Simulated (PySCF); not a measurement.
C2H9FOSi2, SMILES CO[Si@H](F)[SiH2]C.

The structure is a stationary point at B3LYP-D3(BJ)/def2-SVP. The structure was generated by enumeration; whether it is a known compound was not checked. The values are those of a single conformer.

Method: M06-2X/def2-TZVP in PySCF.

Gas-phase values at a fixed geometry.

Q: Estimate the frontier levels, gap, dipole moment and polarisability. (An estimate is asked for; the answer gives what the named calculation found.)

A: 
```json
{
 "highest_occupied_level": "-9.10 eV",
 "lowest_empty_level": "0.63 eV",
 "orbital_gap": "9.74 eV",
 "dipole_moment": "0.266 e·Å",
 "quadrupole, principal values (traceless, Buckingham form, about the centre of nuclear charge)": "-7.64, -0.41, 8.06 D·Å",
 "mean_static_polarisability": "80.5 bohr³ (11.92 Å³)",
 "polarisability_principal_values": "69.1, 79.2, 93.1 bohr³"
}
```
